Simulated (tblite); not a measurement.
Input of a run (GFN2-xTB geometry optimisation, gas phase (tblite 0.8.0)), started from a force field or distance geometry:
```
{"job": {"kind": "relax", "xc": "GFN2-xTB", "basis": "xTB"}, "charge": 0, "multiplicity": 1}
C     -0.767200     3.400300     1.927500
C     -0.662200     2.239300     1.666900
Si    -0.474200     0.403900     1.287800
C     -1.609900    -0.119000    -0.128100
C     -2.331500    -0.470000    -1.010000
C     -3.220000    -0.879100    -2.111900
Si     1.741000    -0.006200     0.621800
N      2.932000     0.415900     1.800800
C      1.794300    -1.805000     0.168200
F      3.050500    -2.123400    -0.227900
H     -0.889200     4.437900     2.151100
H     -0.786100    -0.408600     2.496400
H     -2.985400    -1.893800    -2.428500
H     -3.103500    -0.210400    -2.971200
H     -4.264700    -0.848700    -1.788600
H      2.076800     0.844100    -0.529300
H      3.837600     0.096400     1.467500
H      2.996600     1.420200     1.859400
H      1.538100    -2.449200     1.015700
H      1.121700    -2.034000    -0.656600
```

Output (eV, eV/Å):
```
step      E/eV     max force
  0    -786.34118    2.294
  1    -786.28739    4.949
  2    -786.47495    0.855
  3    -786.50005    1.043
  4    -786.52849    1.652
  5    -786.56180    0.658
  6    -786.60390    0.683
  7    -786.62823    0.814
  8    -786.65562    0.525
  9    -786.67232    0.323
 10    -786.68222    0.260
 11    -786.68715    0.189
 12    -786.69062    0.158
 13    -786.69452    0.183
 14    -786.69899    0.244
 15    -786.70305    0.207
 16    -786.70601    0.106
 17    -786.70818    0.100
 18    -786.71023    0.155
 19    -786.71222    0.119
 20    -786.71408    0.105
 21    -786.71592    0.093
 22    -786.71779    0.122
 23    -786.71966    0.118
 24    -786.72157    0.146
 25    -786.72356    0.149
 26    -786.72545    0.129
 27    -786.72675    0.097
 28    -786.72742    0.069
 29    -786.72790    0.076
 30    -786.72850    0.083
 31    -786.72934    0.098
 32    -786.73026    0.082
 33    -786.73087    0.067
 34    -786.73117    0.039
 35    -786.73136    0.040
 36    -786.73160    0.045
 37    -786.73191    0.046
 38    -786.73226    0.048
 39    -786.73261    0.042
 40    -786.73295    0.048
 41    -786.73327    0.050
 42    -786.73355    0.041
 43    -786.73376    0.035
 44    -786.73391    0.030
 45    -786.73404    0.031
 46    -786.73419    0.037
 47    -786.73438    0.039
 48    -786.73455    0.038
 49    -786.73467    0.024
 50    -786.73475    0.024
 51    -786.73484    0.033
 52    -786.73500    0.048
 53    -786.73526    0.062
 54    -786.73556    0.057
 55    -786.73578    0.032
 56    -786.73590    0.026
 57    -786.73603    0.031
 58    -786.73624    0.052
 59    -786.73656    0.061
 60    -786.73690    0.043
 61    -786.73717    0.034
 62    -786.73742    0.035
 63    -786.73774    0.065
 64    -786.73817    0.075
 65    -786.73857    0.051
 66    -786.73881    0.033
 67    -786.73896    0.029
 68    -786.73915    0.048
 69    -786.73943    0.060
 70    -786.73977    0.045
 71    -786.74006    0.036
 72    -786.74030    0.051
 73    -786.74056    0.056
 74    -786.74087    0.050
 75    -786.74116    0.032
 76    -786.74136    0.033
 77    -786.74151    0.031
 78    -786.74166    0.038
 79    -786.74185    0.039
 80    -786.74201    0.033
 81    -786.74210    0.023
 82    -786.74216    0.021
 83    -786.74223    0.017
 84    -786.74230    0.022
 85    -786.74235    0.016
 86    -786.74237    0.011
 87    -786.74239    0.011
 88    -786.74241    0.014
 89    -786.74245    0.019
 90    -786.74248    0.015
 91    -786.74250    0.010
 92    -786.74251    0.009
```

Task: Summarise the run.

Result: The energy falls by 9.3 kcal/mol over 92 L-BFGS steps, the largest force on an atom goes from 2.29 to 0.009 eV/Å, and the atoms move by 0.252 Å rms after alignment. The bond that changes most is Si7–C9 (SiH silicon to sp3 C–F carbon), which lengthens by 0.062 Å. Bonds longer at the end by more than 0.005 Å: 5 of 19; shorter: 8. Among the angles that change most is N8–Si7–H16, from 103.6° to 115.0°. Among the dihedrals that turn most is H16–Si7–N8–H18, from 47° to 70°. The energy rose by more than 1e-5 eV at step 1.

Task: What are the final bond lengths?

Result: C1≡C2 1.203 Å, C2–Si3 1.857 Å, Si3–C4 1.849 Å, C4≡C5 1.205 Å, C5–C6 1.446 Å, Si3–Si7 2.311 Å, Si7–N8 1.724 Å, Si7–C9 1.918 Å, C9–F10 1.384 Å, C1–H11 1.053 Å, Si3–H12 1.476 Å, C6–H13 1.090 Å, C6–H14 1.090 Å, C6–H15 1.090 Å, Si7–H16 1.478 Å, N8–H17 1.009 Å, N8–H18 1.007 Å, C9–H19 1.092 Å, C9–H20 1.092 Å. Numbering counts from 1 in the input's order; the species is `C#C[Si@@H](C#CC)[Si@@H](N)CF`.

GFN2-xTB frequencies show an imaginary mode (20i cm⁻¹), so the point is no minimum at that level. 2 starts were optimised and ended at 0.00 and 0.43 kcal/mol (GFN2-xTB); the lowest of these is shown.

All values are computed, not measured.
